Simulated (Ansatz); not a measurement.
# Energy on a grid of two coordinates

CH$_{3}$NOSi (SMILES O=C=N[SiH3]), singlet, PBE0-D4/def2-TZVP minimum:

```
7
angstrom
O 1.1589 -2.4161 1.4292
C 0.7166 -1.4908 0.8764
N 0.2647 -0.5455 0.3114
Si -0.3831 0.8101 -0.4954
H 0.7284 1.5984 -1.0772
H -1.1347 1.6347 0.4794
H -1.2895 0.3411 -1.5695
```

Rows set the bond length C2–N3 (Å; 1.190 at the minimum), columns the angle H7–Si4–N3 (°; 108.9), set in this order; the parts move rigidly, in a bend the first-named atom's side turns in the plane, and in a torsion the whole end group turns. CCSD(T) energies count from the value at that structure, in eV. Program: Ansatz 0.2.0. Basis: def2-TZVPP. Cores are frozen in the correlated methods.

```tsv
C2–N3 \ H7–Si4–N3	84.9	92.9	100.9	108.9	116.9	124.9	132.9
1.071	1.535	1.251	1.092	1.045	1.098	1.244	1.481
1.106	?	0.717	0.557	0.507	0.558	0.704	0.939
1.157	0.591	0.304	0.141	0.089	0.138	0.281	0.514
1.216	0.520	0.231	0.066	0.011	0.058	0.199	0.430
1.282	0.799	0.509	0.342	0.285	0.329	0.467	0.696
1.353	1.372	1.082	0.913	0.854	0.896	1.032	1.259
1.428	2.156	?	1.698	1.638	1.677	1.811	2.036
```

Q: Fill in the withheld cells. (To be estimated.)

A: By the calculation: (1.106, 84.9): 1.003; (1.428, 92.9): 1.867 eV. These count from the CCSD(T) energy at the PBE0-D4 minimum.

The same grid for a cheaper method: MP2 − CCSD(T), both counted from the minimum, in eV:
```json
{"C2–N3 \\ H7–Si4–N3": "1.071", "84.9": "0.036", "92.9": "0.032", "100.9": "0.030", "108.9": "0.030", "116.9": "0.032", "124.9": "0.035", "132.9": "0.041"}
{"C2–N3 \\ H7–Si4–N3": "1.106", "84.9": "0.026", "92.9": "0.023", "100.9": "0.021", "108.9": "0.021", "116.9": "0.023", "124.9": "0.027", "132.9": "0.032"}
{"C2–N3 \\ H7–Si4–N3": "1.157", "84.9": "0.012", "92.9": "0.009", "100.9": "0.008", "108.9": "0.008", "116.9": "0.010", "124.9": "0.014", "132.9": "0.020"}
{"C2–N3 \\ H7–Si4–N3": "1.216", "84.9": "-0.004", "92.9": "-0.006", "100.9": "-0.007", "108.9": "-0.006", "116.9": "-0.003", "124.9": "0.001", "132.9": "0.006"}
{"C2–N3 \\ H7–Si4–N3": "1.282", "84.9": "-0.018", "92.9": "-0.019", "100.9": "-0.019", "108.9": "-0.018", "116.9": "-0.015", "124.9": "-0.011", "132.9": "-0.004"}
{"C2–N3 \\ H7–Si4–N3": "1.353", "84.9": "-0.025", "92.9": "-0.025", "100.9": "-0.024", "108.9": "-0.022", "116.9": "-0.019", "124.9": "-0.014", "132.9": "-0.008"}
{"C2–N3 \\ H7–Si4–N3": "1.428", "84.9": "-0.016", "92.9": "-0.016", "100.9": "-0.014", "108.9": "-0.012", "116.9": "-0.008", "124.9": "-0.003", "132.9": "0.004"}
```

The T1 diagnostic stays at or below 0.021.

For scale, one of the runs: CCSD(T)/def2-TZVPP, 177 basis functions (an equivalent command: `ansatz run in.yaml --threads 2`). Hardware: 2 CPU threads, shared host. Wall time 20 s; peak host memory 1.8 GiB.
